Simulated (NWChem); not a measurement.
Everything below was run with NWChem. System: H3FZr, charge 0, spin multiplicity 1, at a geometry optimised with PBE/def2-SVP with def2 effective core potentials on Zr. The structure started from a generated list of species. Level: B3LYP/def2-QZVP with def2 effective core potentials on Zr, VWN1-RPA local correlation.

NWChem printed:

```
             Northwest Computational Chemistry Package (NWChem) 7.3.0
             --------------------------------------------------------

                                NWChem Input Module
                                -------------------

 Scaling coordinates for geometry "geometry" by  1.889725989
 (inverse scale =  0.529177249)

 Turning off AUTOSYM since
 SYMMETRY directive was detected!

                             Geometry "geometry" -> ""
                             -------------------------

 Output coordinates in angstroms (scale by  1.889725989 to convert to a.u.)

  No.       Tag          Charge          X              Y              Z
 ---- ---------------- ---------- -------------- -------------- --------------
    1 Zr                  40.0000     0.28742300    -0.05833000     0.00000000
    2 F                    9.0000    -1.55967600     0.31655000     0.00000000
    3 H                    1.0000     1.02264200     0.69471100     1.53178600
    4 H                    1.0000     1.02264200     0.69471100    -1.53178600
    5 H                    1.0000     0.49487500    -1.90519200     0.00000000

 Effective nuclear repulsion energy (a.u.)     140.4839846195

            Nuclear Dipole moment (a.u.)
            ----------------------------
        X                 Y               Z
 ---------------- ---------------- ----------------
    -0.0000094486    -0.0000377945     0.0000000000

      Symmetry information
      --------------------

 Group name             Cs
 Group number              2
 Group order               2
 No. of unique centers     4

      Symmetry unique atoms

     1    2    3    5


 Summary of "ao basis" -> "" (spherical)
 ------------------------------------------------------------------------------
       Tag                 Description            Shells   Functions and Types
 ---------------- ------------------------------  ------  ---------------------
 *                         def2-qzvp                  on all atoms

                                 NWChem DFT Module
                                 -----------------

 Summary of "ao basis" -> "ao basis" (spherical)
 ------------------------------------------------------------------------------
       Tag                 Description            Shells   Functions and Types
 ---------------- ------------------------------  ------  ---------------------
 Zr                        def2-qzvp                20       72   7s5p4d3f1g
 F                         def2-qzvp                17       57   7s4p3d2f1g
 H                         def2-qzvp                10       30   4s3p2d1f

 Summary of "ao basis" -> "ao basis" (spherical)
 ------------------------------------------------------------------------------
       Tag                 Description            Shells   Functions and Types
 ---------------- ------------------------------  ------  ---------------------
 Zr                        def2-qzvp                20       72   7s5p4d3f1g
 F                         def2-qzvp                17       57   7s4p3d2f1g
 H                         def2-qzvp                10       30   4s3p2d1f

      Symmetry analysis of basis
      --------------------------

        a'        133
        a"         86

            General Information
            -------------------
          SCF calculation type: DFT
          Wavefunction type:  closed shell.
          No. of atoms     :     5
          No. of electrons :    24
           Alpha electrons :    12
            Beta electrons :    12
          Charge           :     0
          Spin multiplicity:     1
          Use of symmetry is: on ; symmetry adaption is: on
          Maximum number of iterations: 100
          AO basis - number of functions:   219
                     number of shells:    67
          Convergence on energy requested:  1.00D-06
          Convergence on density requested:  1.00D-05
          Convergence on gradient requested:  5.00D-04

              XC Information
              --------------
                         B3LYP Method XC Potential
                     Hartree-Fock (Exact) Exchange  0.200
                        Slater Exchange Functional  0.800 local
                    Becke 1988 Exchange Functional  0.720 non-local
[...]
    11 a'         12 a"         13 a'         14 a'         15 a"
    16 a'         17 a"         18 a'         19 a'         20 a'
    21 a"         22 a'

------------------------------------------------------------
EAF file 0: "./mol.aoints.0" size=524288 bytes
------------------------------------------------------------
               write      read    awrite     aread      wait
               -----      ----    ------     -----      ----
     calls:        1         0         0         0         0
   data(b): 5.24e+05  0.00e+00  0.00e+00  0.00e+00
   time(s): 0.00e+00  0.00e+00  0.00e+00  0.00e+00  0.00e+00
rate(mb/s): 0.00e+00  0.00e+00
------------------------------------------------------------

   convergence    iter        energy       DeltaE   RMS-Dens  Diis-err    time
 ---------------- ----- ----------------- --------- --------- ---------  ------
 d= 0,ls=0.0,diis     1   -145.8263774869 -1.92D+02  4.94D+00  1.30D+01    18.0
 d= 0,ls=0.0,diis     2   -138.7136266853  7.11D+00  1.10D-02  8.05D+01    23.8
 d= 0,ls=0.0,diis     3   -148.5318961090 -9.82D+00  3.48D-03  3.13D+00    29.7
 d= 0,ls=0.0,diis     4   -148.7335898152 -2.02D-01  1.64D-03  9.19D-01    35.7
 d= 0,ls=0.0,diis     5   -148.7965874488 -6.30D-02  5.98D-04  3.22D-02    41.6
  Resetting Diis
 d= 0,ls=0.0,diis     6   -148.8008631917 -4.28D-03  1.20D-04  5.39D-03    47.4
 d= 0,ls=0.0,diis     7   -148.8013767105 -5.14D-04  7.98D-05  5.22D-04    53.2
 d= 0,ls=0.0,diis     8   -148.8012802362  9.65D-05  5.00D-05  1.80D-03    59.1
 d= 0,ls=0.0,diis     9   -148.8014231206 -1.43D-04  8.96D-06  2.90D-05    65.1
 d= 0,ls=0.0,diis    10   -148.8014260949 -2.97D-06  9.40D-07  3.97D-07    71.1
 d= 0,ls=0.0,diis    11   -148.8014261303 -3.55D-08  4.39D-07  1.45D-08    77.1

         Total DFT energy =     -148.801426130320
      One electron energy =     -310.578153027051
           Coulomb energy =      133.408295277709
    Exchange-Corr. energy =      -17.444520213809
 Nuclear repulsion energy =       45.812951832831

 Numeric. integr. density =       23.999997668987

     Total iterative time =     74.9s

                  Occupations of the irreducible representations
                  ----------------------------------------------

                     irrep           alpha         beta
                     --------     --------     --------
                     a'                9.0          9.0
                     a"                3.0          3.0

                       DFT Final Molecular Orbital Analysis
                       ------------------------------------

 Vector   10  Occ=2.000000D+00  E=-3.316817D-01  Symmetry=a'
              MO Center=  7.3D-01, -1.5D-01,  1.2D-13, r^2= 3.5D+00
   Bfn.  Coefficient  Atom+Function         Bfn.  Coefficient  Atom+Function
  ----- ------------  ---------------      ----- ------------  ---------------
     3      0.307833  1 Zr s                  4      0.217882  1 Zr s
     5     -0.189090  1 Zr s                  6     -0.185441  1 Zr s
   132     -0.183485  3 H  s                162     -0.183485  4 H  s
   192     -0.183445  5 H  s                  2     -0.172956  1 Zr s
   131     -0.110400  3 H  s                161     -0.110400  4 H  s

 Vector   11  Occ=2.000000D+00  E=-3.089036D-01  Symmetry=a'
              MO Center=  5.7D-01, -8.1D-01, -8.9D-11, r^2= 2.8D+00
   Bfn.  Coefficient  Atom+Function         Bfn.  Coefficient  Atom+Function
  ----- ------------  ---------------      ----- ------------  ---------------
   192      0.272945  5 H  s                 25     -0.171223  1 Zr d  0
   191      0.165503  5 H  s                 12      0.153410  1 Zr py
    30     -0.139404  1 Zr d  0              27     -0.136470  1 Zr d  2
   132     -0.136446  3 H  s                162     -0.136446  4 H  s
   193      0.118592  5 H  s                 32     -0.110965  1 Zr d  2

 Vector   12  Occ=2.000000D+00  E=-3.088996D-01  Symmetry=a"
              MO Center=  8.4D-01,  5.3D-01,  8.9D-11, r^2= 2.8D+00
   Bfn.  Coefficient  Atom+Function         Bfn.  Coefficient  Atom+Function
  ----- ------------  ---------------      ----- ------------  ---------------
   132      0.236361  3 H  s                162     -0.236361  4 H  s
    24      0.170571  1 Zr d -1              13     -0.156553  1 Zr pz
    26     -0.153515  1 Zr d  1             131      0.143321  3 H  s
   161     -0.143321  4 H  s                 29      0.138947  1 Zr d -1
    31     -0.124624  1 Zr d  1              10     -0.104086  1 Zr pz

 Vector   13  Occ=0.000000D+00  E=-9.676279D-02  Symmetry=a"
              MO Center=  4.4D-01, -3.1D-01, -4.2D-10, r^2= 2.4D+00
   Bfn.  Coefficient  Atom+Function         Bfn.  Coefficient  Atom+Function
  ----- ------------  ---------------      ----- ------------  ---------------
    24      0.382195  1 Zr d -1              29      0.298885  1 Zr d -1
    34      0.238031  1 Zr d -1              26      0.205716  1 Zr d  1
    19     -0.165961  1 Zr pz                31      0.161765  1 Zr d  1
    36      0.137056  1 Zr d  1              39      0.114216  1 Zr d -1
    13      0.083621  1 Zr pz                91     -0.069589  2 F  pz

 Vector   14  Occ=0.000000D+00  E=-9.675945D-02  Symmetry=a'
              MO Center=  5.3D-01,  1.1D-01,  4.2D-10, r^2= 2.4D+00
   Bfn.  Coefficient  Atom+Function         Bfn.  Coefficient  Atom+Function
  ----- ------------  ---------------      ----- ------------  ---------------
    23      0.320741  1 Zr d -2              25     -0.288895  1 Zr d  0
    28      0.251596  1 Zr d -2              30     -0.225769  1 Zr d  0
    33      0.207476  1 Zr d -2              35     -0.178388  1 Zr d  0
    18      0.162671  1 Zr py                38      0.096991  1 Zr d -2
    40     -0.086105  1 Zr d  0              12     -0.081956  1 Zr py

 Vector   15  Occ=0.000000D+00  E=-6.245566D-02  Symmetry=a'
              MO Center=  1.2D+00, -2.4D-01, -7.0D-14, r^2= 3.7D+00
   Bfn.  Coefficient  Atom+Function         Bfn.  Coefficient  Atom+Function
  ----- ------------  ---------------      ----- ------------  ---------------
    17      0.403053  1 Zr px                27      0.255835  1 Zr d  2
     6     -0.242093  1 Zr s                  7      0.227709  1 Zr s
    32      0.202604  1 Zr d  2              11     -0.198096  1 Zr px
    37      0.173557  1 Zr d  2              25     -0.160425  1 Zr d  0
    20      0.141920  1 Zr px                42      0.134768  1 Zr d  2

 center of mass
 --------------
 x =  -0.02077958 y =   0.00422125 z =   0.00000000

 moments of inertia (a.u.)
 ------------------
          41.315290322292          37.148153892952           0.000000000000
          37.148153892952         216.810659837679           0.000000000000
           0.000000000000           0.000000000000         224.347557343464

     Multipole analysis of the density
     ---------------------------------

     L   x y z        total         alpha         beta         nuclear
     -   - - -        -----         -----         ----         -------
     0   0 0 0     -0.000000    -12.000000    -12.000000     24.000000

     1   1 0 0      0.261865      7.735047      7.735047    -15.208229
     1   0 1 0     -0.053021     -1.569680     -1.569680      3.086338
     1   0 0 1     -0.000000     -0.000000     -0.000000      0.000000

     2   2 0 0    -24.941980    -57.504149    -57.504149     90.066318
     2   1 1 0     -0.076704      7.401200      7.401200    -14.879104
     2   1 0 1      0.000000      0.000000      0.000000      0.000000
     2   0 2 0    -25.304295    -22.539830    -22.539830     19.775365
     2   0 1 1     -0.000000     -0.000000     -0.000000      0.000000
     2   0 0 2    -25.320868    -21.039466    -21.039466     16.758065

 Task  times  cpu:       77.2s     wall:       77.2s

 Total times  cpu:       77.3s     wall:       77.3s
```

Task: Write an NWChem input that would produce this output.

Result: One answer among several that fit: 
```
start mol
memory heap 200 mb stack 900 mb global 1100 mb
geometry units angstroms nocenter noautoz
  Zr     0.287423    -0.058330     0.000000
  F     -1.559676     0.316550     0.000000
  H      1.022642     0.694711     1.531786
  H      1.022642     0.694711    -1.531786
  H      0.494875    -1.905192     0.000000
  symmetry group Cs
end
basis spherical
  * library def2-qzvp
end
ecp
  Zr library def2-ecp
end
dft
  xc b3lyp
  semidirect memsize 60000000 filesize 0
  iterations 100
end
task dft energy
```
